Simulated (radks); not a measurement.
Task: Isoelectronic series with 2 electrons, each ion in its NIST ground configuration. All-electron calculation, scalar-relativistic Kohn-Sham, PBE, spin-polarised, spherical densities, finite nucleus; Fermi nuclear charge, rms radius of each element as measured or else 0.836 A^(1/3) + 0.57 fm. Program: a radial shooting solver on a logarithmic mesh with Libxc functionals. Total energies (hartree) and orbital eigenvalues (Ry):

ion    configuration  E (hartree)         1s
He              [He]     -2.89307   -1.15862
Li+             [He]     -7.25756   -4.44039
Be2+            [He]    -13.62232   -9.72260
B3+             [He]    -21.98899  -17.00624
C4+             [He]    -32.35915  -26.29274
N5+             [He]    -44.73458  -37.58376
O6+             [He]    -59.11735  -50.88123
F7+             [He]    -75.50982  -66.18740
Ne8+            [He]    -93.91468  -83.50482
Mg10+           [He]   -136.77395  -124.1853

Estimate the row of Al11+ ([He]).

Result: E (hartree) -161.23537; 1s -147.5551.
